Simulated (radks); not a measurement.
The numbers below are computed, except where a source is named.
O4+, 4 electrons, occupied as [He] 2s2. Level of theory: scalar-relativistic Kohn-Sham, LDA (Slater exchange, VWN5 correlation), spin-polarised, spherical densities, finite nucleus; Fermi nuclear charge, rms radius 2.6991 fm (a radial shooting solver on a logarithmic mesh with Libxc functionals).

Local quantities along the radius. ELF = 1/(1 + alpha^2) is the electron localisation function; alpha = (tau - tau_W)/tau_unif compares the Pauli kinetic energy density with that of the uniform gas (summed over spins). tau is taken from the large components.

r (bohr)    ELF       alpha
0.006275  1.000   2.192e-06
0.007665  1.000   3.264e-06
0.009287  1.000   4.830e-06
0.01134   1.000   7.344e-06
0.01385   1.000  0.00001130
0.01679   1.000  0.00001731
0.0205    1.000  0.00002740
0.02504   1.000  0.00004412
0.03059   1.000  0.00007252
0.03706   1.000   0.0001196
0.04527   1.000   0.0002072
0.05529   1.000   0.0003720
0.067     1.000   0.0006792
0.08183   1.000    0.001339
0.09995   1.000    0.002812
0.1211    1.000    0.006174
0.1479    1.000     0.01540
0.1807    0.998     0.04322
0.2207    0.981      0.1396
0.2674    0.805      0.4926
0.3266    0.215       1.910
0.3989    0.039       4.963
0.4833    0.055       4.162
0.5903    0.421       1.174
0.721     0.953      0.2232
0.8736    0.998     0.04260
1.067     1.000    0.007345
1.303     1.000    0.001169
1.592     1.000   0.0001613
1.929     1.000  0.00001981
2.356     1.000   1.692e-06
2.877     1.000   1.002e-07

On this mesh the ELF has minima near r = 0.44 bohr, which separate the shells.
